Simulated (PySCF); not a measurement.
Compound: C5H5O3P.
Z-matrix (Å and degrees, GFN2-xTB geometry), rows numbered from 1:
```
C 
O   1  1.4187
C   2  1.3489  1  116.12
O   3  1.2040  2  124.32  1    -0.81
C   3  1.4584  2  108.35  1   179.38
O   5  1.3453  3  119.89  2   178.80
C   6  1.3247  5  110.80  3  -179.91
C   7  1.3603  6  115.89  5    -0.06
P   5  1.7271  3  124.41  2    -1.17
H   1  1.0920  2  110.28  3    48.06
H   1  1.0868  2  106.29  3   168.18
H   1  1.0924  2  110.23  3   -72.15
H   7  1.0768  6  115.65  5   179.91
H   8  1.0736  7  123.80  6   179.96
```

NICS is the negative of the GIAO shielding at a point without a nucleus: at the ring centre (0) and 1 Å above and below it (1); zz is the component along the ring normal. Level: GIAO PBE0/pcSseg-1 (PySCF, non-relativistic, gas phase) on the GFN2-xTB geometry, one conformer.

Ring bond lengths (Å), with Mayer bond orders in brackets: C5–O6 1.345 (1.04), O6–C7 1.325 (1.13), C7–C8 1.360 (1.57), C8–P9 1.764 (1.16), P9–C5 1.727 (1.45).

Task: Give the NICS values of each ring in ppm.

Result: 
| ring | type | NICS(0) | NICS(1), two faces | NICS(1)zz, two faces | rms pucker (Å) | centre to ring atoms, mean (Å) |
| --- | --- | --- | --- | --- | --- | --- |
| C5–O6–C7–C8–P9 | 5-membered ring with O and P; formal bonds all aromatic | -11.3 | -11.1 / -11.1 | -25.7 / -25.6 | 0.00 | 1.27 |

Task: What do they say, and how far can they be read as aromaticity?

Result: 
- C5–O6–C7–C8–P9: mean NICS(1)zz -25.6 ppm, shielded.

Task: And the bond-length index? HOMA takes Krygowski's 1993 parameters.

Result: 
- C5–O6–C7–C8–P9: HOMA 0.52; the largest term is that of C5–O6, α(R − Ropt)² = 1.02.

Task: Give the inner angles of the rings and the Hirshfeld charges of the ring atoms.

Result: 
- C5–O6–C7–C8–P9: C5 115.7° (-0.019 e), O6 110.8° (-0.034 e), C7 115.9° (+0.035 e), C8 110.9° (-0.141 e), P9 86.7° (+0.091 e); sum 540.0° against 540° for a flat convex ring.

Rough CPU time on one thread of a shared machine: about 80 s. This is the whole shielding run at PBE0/pcSseg-1, SCF included.
